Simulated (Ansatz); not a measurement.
One change: `[BH2][Zn][NH2]` becomes `[BH2][Zn][F]`.

Ansatz, PBE0-D4/def2-TZVP geometries, multiplicity 1. Each molecule was computed in one conformer, which needn't be the lowest.

Scalar relativity is left out up to krypton.

| property | `[BH2][Zn][NH2]` |
| --- | --- |
| HOMO energy (PBE/def2-TZVPP) / eV | -5.40 |
| HOMO–LUMO gap (B3LYP/def2-TZVPP) / eV | 3.85 |
| HOMO–LUMO gap (PBE/def2-TZVPP) / eV | 2.18 |
| size of the dipole moment (ωB97M-V/def2-TZVPP) / D | 0.35 |
| size of the dipole moment (PBE/def2-TZVPP) / D | 0.78 |
| LUMO energy (PBE/def2-TZVPP) / eV | -3.22 |

Q: Give the same properties after the change, and the shifts. (An estimate is asked.)

A: The calculation gave: 
```csv
property,`[BH2][Zn][F]`,shift
HOMO energy (PBE/def2-TZVPP) / eV,-7.32,-1.92
HOMO–LUMO gap (B3LYP/def2-TZVPP) / eV,5.08,1.23
HOMO–LUMO gap (PBE/def2-TZVPP) / eV,3.37,1.19
size of the dipole moment (ωB97M-V/def2-TZVPP) / D,2.79,2.44
size of the dipole moment (PBE/def2-TZVPP) / D,2.72,1.94
LUMO energy (PBE/def2-TZVPP) / eV,-3.95,-0.73
```

With PBE0 the HOMO falls by 1.85 eV and the LUMO falls by 0.65 eV, so the gap widens by about 1.20 eV. PBE moves the HOMO by -1.92 eV and ωB97M-V by -1.68 eV. The zero-point energy changes by -57.9 kJ/mol with -6 modes. Dipoles are sizes alone; their direction can turn.

B3LYP here is the variant with VWN-RPA as its local correlation; programs differ in this.
